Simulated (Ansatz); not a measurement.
`N=C(F)[SiH](F)[SiH3]`, charge 0, multiplicity 1.

(1) Give a relaxed structure at PBE0-D4/def2-TZVP (the Gaussian-basis code of Ansatz). (An estimate is asked.)

## Answers

(1) Ansatz gave: 
```xyz
11

N    -0.799    1.726   -0.587
C    -0.714    1.286    0.579
F    -1.293    1.908    1.633
Si    0.297   -0.273    0.954
F    -0.539   -1.167    1.987
Si    0.648   -1.383   -1.074
H    -1.328    2.597   -0.651
H     1.540    0.159    1.642
H    -0.654   -1.618   -1.747
H     1.313   -2.687   -0.809
H     1.530   -0.548   -1.926
```
This is one stationary point; other conformers may exist.
